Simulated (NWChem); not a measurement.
Molecule: CH6InNO; SMILES [InH]([NH2])[O]C

```xyz
10

In    -0.3167     0.4809    -0.0029
H     -1.7416     1.4090     0.0748
O     -0.5190    -1.5148     0.0274
C      0.5425    -2.4095    -0.0098
H      1.4277    -2.0910     0.5810
H      0.2249    -3.3848     0.4058
H      0.9026    -2.6093    -1.0409
N      1.6228     1.0434     0.0533
H      1.8953     1.9930    -0.1764
H      2.3454     0.3927    -0.2370
```
Atoms are numbered in this order, from 1.

Program: NWChem. Coordinates come from a PBE0/def2-SVP optimisation. Not confirmed as a minimum by frequencies. def2 effective core potentials on In; no spin-orbit coupling.

For level B3LYP/def2-SVP:

```
Property                     Result
---------------------------  ------
highest occupied level (eV)   -6.51
orbital gap (eV)               5.51
```

**Question.** Estimate the same quantities for level HCTH/407/def2-SVP.

**Answer.** The highest occupied level (eV) comes out as -5.48 and the orbital gap (eV) is 3.89.
